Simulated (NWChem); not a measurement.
System: CH3F2OSb; SMILES C[O][Sb]([F])[F]

```xyz
8

Sb     0.2308    -0.5599     0.0000
F     -1.0930    -0.3967    -1.3970
F     -1.0930    -0.3967     1.3970
O      0.7691     1.3147     0.0000
C     -0.1685     2.3712     0.0000
H      0.3918     3.3186     0.0000
H     -0.8137     2.3437    -0.8942
H     -0.8137     2.3437     0.8942
```
Atoms are numbered in this order, from 1.

Level: PBE0/def2-SVP with def2 effective core potentials on Sb (NWChem), optimised geometry, unscaled harmonic frequencies. def2 effective core potentials on Sb; no spin-orbit coupling.

| frequency (cm⁻¹) | IR intensity (km/mol) |
|---|---|
| 36 | 0.4 |
| 75 | 5.6 |
| 142 | 15.0 |
| 208 | 7.5 |
| 222 | 14.3 |
| 310 | 20.1 |
| 583 | 67.2 |
| 633 | 75.0 |
| 644 | 52.0 |
| 1118 | 232.5 |
| 1169 | 0.4 |
| 1180 | 0.3 |
| 1456 | 10.4 |
| 1463 | 7.4 |
| 1481 | 9.1 |
| 3034 | 55.6 |
| 3126 | 20.9 |
| 3148 | 16.0 |

The zero-point energy comes out as 28.6 kcal/mol. The thermal correction to the enthalpy at 298.15 K (with zero-point energy) is 33.7 kcal/mol, the heat capacity Cv is 21.0 cal/(mol K) and the entropy at 298.15 K and 1 atm (symmetry number 1) is 88.0 cal/(mol K).

Rigid rotor and harmonic oscillator; modes under 100 cm⁻¹ make the entropy uncertain.
